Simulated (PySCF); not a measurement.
Ag²⁺ (silver, charge +2): UHF calculation

Configuration: [Kr] 4d9, 2D determinant. All numbers are calculated (PySCF 2.14, scalar relativity by spin-free X2C-1e, in x2c-QZVPPall with one added diffuse shell each of s, p, d, f, g type (14s9p8d5f3g, 143 functions)).

| Property | Result |
| --- | --- |
| Total energy | -5311.920571 hartree |
| One-electron energy | -7291.4977 hartree |
| Hartree (Coulomb) energy | 2127.2631 hartree |
| Exchange energy | -147.6860 hartree |
| ⟨S²⟩ | 0.7528 |
| ⟨L²⟩ | 6.028 |
| Sum of ⟨r⟩ | 26.93 bohr |
| Sum of ⟨r²⟩ | 29.61 bohr² |
| Traceless quadrupole moment −½Σ⟨3z² − r²⟩ along its main axis | -0.500 e·bohr² |
| Langevin diamagnetic susceptibility | -23.5 ×10⁻⁶ cm³/mol |

```tsv
shell	electrons	mean orbital energy (eV)	spread (eV)	rms radius, mean of both spins (bohr)
1s β	1	-25668.0	0	0.0357
1s α	1	-25668.0	0	0.0357
2s α	1	-3885.0	0	0.146
2s β	1	-3884.6	0	0.146
2p α	3	-3481.8	0.385	0.130
2p β	3	-3481.4	0.048	0.130
3s α	1	-767.97	0	0.392
3s β	1	-767.80	0	0.392
3p α	3	-631.93	0.715	0.394
3p β	3	-631.71	0.499	0.394
3d α	5	-417.29	0.860	0.376
3d β	5	-416.79	1.381	0.376
4s α	1	-139.90	0	0.976
4s β	1	-137.89	0	0.976
4p α	3	-98.313	1.705	1.07
4p β	3	-95.800	1.345	1.07
4d α	5	-36.655	2.077	1.42
4d β	4	-35.533	1.537	1.42
```

Densities and radii are taken from the X2C orbitals without a picture-change correction, which distorts them close to the nucleus.

Spin-orbit constants ζ (cm⁻¹) from the X2C one-electron operator on these orbitals: bare nucleus, nucleus screened by l(l+1)(2l+1)/3 electrons, and screened by the Breit-Pauli mean field of the electrons.

```tsv
shell	bare	screened nucleus	mean field
2p	943900	903700	n/a
3p	168800	161700	n/a
3d	24910	19610	n/a
4p	26050	24950	n/a
4d	2459	1936	n/a
```

To first order the Landé constant is A = -1936 cm⁻¹, so the lowest level has J = 5/2 and lies 0.240 eV below the centre of the term.
